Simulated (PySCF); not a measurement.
r2SCAN on Ta (tantalum, neutral)

Configuration: [Xe] 4f14 5d3 6s1 6p1, one real determinant (an excited configuration). All numbers are calculated (PySCF 2.14, the spin-free X2C one-electron Hamiltonian (Gaussian nucleus), in x2c-TZVPPall with one added diffuse shell each of s, p, d, f type (12s8p8d4f1g, 113 functions)).

```
Total energy                                                  : -15605.23 hartree
One-electron energy                                           : -21408.57 hartree
Hartree (Coulomb) energy                                      : 6124.15 hartree
Exchange-correlation energy                                   : -320.82 hartree
⟨S²⟩                                                          : 8.7530
⟨L²⟩                                                          : 14.025
Sum of ⟨r⟩                                                    : 46.18 bohr
Sum of ⟨r²⟩                                                   : 78.60 bohr²
Traceless quadrupole moment −½Σ⟨3z² − r²⟩ along its main axis : -9.28 e·bohr²
Langevin diamagnetic susceptibility                           : -62.3 ×10⁻⁶ cm³/mol
Time after the integrals                                      : about 9 core-seconds
```

```json
{"shell": "1s α", "electrons": "1", "mean orbital energy (hartree)": "-2470.76526", "spread (hartree)": "0", "rms radius, mean of both spins (bohr)": "0.0211"}
{"shell": "1s β", "electrons": "1", "mean orbital energy (hartree)": "-2470.76489", "spread (hartree)": "0", "rms radius, mean of both spins (bohr)": "0.0211"}
{"shell": "2s α", "electrons": "1", "mean orbital energy (hartree)": "-425.47387", "spread (hartree)": "0", "rms radius, mean of both spins (bohr)": "0.0854"}
{"shell": "2s β", "electrons": "1", "mean orbital energy (hartree)": "-425.46766", "spread (hartree)": "0", "rms radius, mean of both spins (bohr)": "0.0854"}
{"shell": "2p α", "electrons": "3", "mean orbital energy (hartree)": "-373.96292", "spread (hartree)": "0.00033", "rms radius, mean of both spins (bohr)": "0.0775"}
{"shell": "2p β", "electrons": "3", "mean orbital energy (hartree)": "-373.95814", "spread (hartree)": "0.00075", "rms radius, mean of both spins (bohr)": "0.0775"}
{"shell": "3s α", "electrons": "1", "mean orbital energy (hartree)": "-97.91347", "spread (hartree)": "0", "rms radius, mean of both spins (bohr)": "0.219"}
{"shell": "3s β", "electrons": "1", "mean orbital energy (hartree)": "-97.91301", "spread (hartree)": "0", "rms radius, mean of both spins (bohr)": "0.219"}
{"shell": "3p α", "electrons": "3", "mean orbital energy (hartree)": "-82.44247", "spread (hartree)": "0.00134", "rms radius, mean of both spins (bohr)": "0.220"}
{"shell": "3p β", "electrons": "3", "mean orbital energy (hartree)": "-82.44152", "spread (hartree)": "0.00168", "rms radius, mean of both spins (bohr)": "0.220"}
{"shell": "3d α", "electrons": "5", "mean orbital energy (hartree)": "-63.79631", "spread (hartree)": "0.00301", "rms radius, mean of both spins (bohr)": "0.201"}
{"shell": "3d β", "electrons": "5", "mean orbital energy (hartree)": "-63.79289", "spread (hartree)": "0.00321", "rms radius, mean of both spins (bohr)": "0.201"}
{"shell": "4s α", "electrons": "1", "mean orbital energy (hartree)": "-20.20703", "spread (hartree)": "0", "rms radius, mean of both spins (bohr)": "0.488"}
{"shell": "4s β", "electrons": "1", "mean orbital energy (hartree)": "-20.20240", "spread (hartree)": "0", "rms radius, mean of both spins (bohr)": "0.488"}
{"shell": "4p α", "electrons": "3", "mean orbital energy (hartree)": "-15.08072", "spread (hartree)": "0.00293", "rms radius, mean of both spins (bohr)": "0.519"}
{"shell": "4p β", "electrons": "3", "mean orbital energy (hartree)": "-15.07662", "spread (hartree)": "0.00358", "rms radius, mean of both spins (bohr)": "0.519"}
{"shell": "4d α", "electrons": "5", "mean orbital energy (hartree)": "-8.34396", "spread (hartree)": "0.00368", "rms radius, mean of both spins (bohr)": "0.563"}
{"shell": "4d β", "electrons": "5", "mean orbital energy (hartree)": "-8.33884", "spread (hartree)": "0.00859", "rms radius, mean of both spins (bohr)": "0.563"}
{"shell": "5s α", "electrons": "1", "mean orbital energy (hartree)": "-2.79697", "spread (hartree)": "0", "rms radius, mean of both spins (bohr)": "1.17"}
{"shell": "5s β", "electrons": "1", "mean orbital energy (hartree)": "-2.75494", "spread (hartree)": "0", "rms radius, mean of both spins (bohr)": "1.17"}
{"shell": "5p α", "electrons": "3", "mean orbital energy (hartree)": "-1.56089", "spread (hartree)": "0.00746", "rms radius, mean of both spins (bohr)": "1.37"}
{"shell": "5p β", "electrons": "3", "mean orbital energy (hartree)": "-1.49798", "spread (hartree)": "0.00924", "rms radius, mean of both spins (bohr)": "1.37"}
{"shell": "4f α", "electrons": "7", "mean orbital energy (hartree)": "-0.97514", "spread (hartree)": "0.00397", "rms radius, mean of both spins (bohr)": "0.721"}
{"shell": "4f β", "electrons": "7", "mean orbital energy (hartree)": "-0.96250", "spread (hartree)": "0.01180", "rms radius, mean of both spins (bohr)": "0.721"}
{"shell": "6s α", "electrons": "1", "mean orbital energy (hartree)": "-0.26462", "spread (hartree)": "0", "rms radius, mean of both spins (bohr)": "3.39"}
{"shell": "5d α", "electrons": "3", "mean orbital energy (hartree)": "-0.22321", "spread (hartree)": "0.00617", "rms radius, mean of both spins (bohr)": "2.38"}
{"shell": "6p α", "electrons": "1", "mean orbital energy (hartree)": "-0.09545", "spread (hartree)": "0", "rms radius, mean of both spins (bohr)": "4.76"}
```

⟨L²⟩ = 14.02 against 20 for a pure G term, so this real determinant mixes terms. Spin-orbit coupling, absent here, splits the open shell strongly.

Densities and radii are taken from the X2C orbitals without a picture-change correction, which distorts them close to the nucleus.
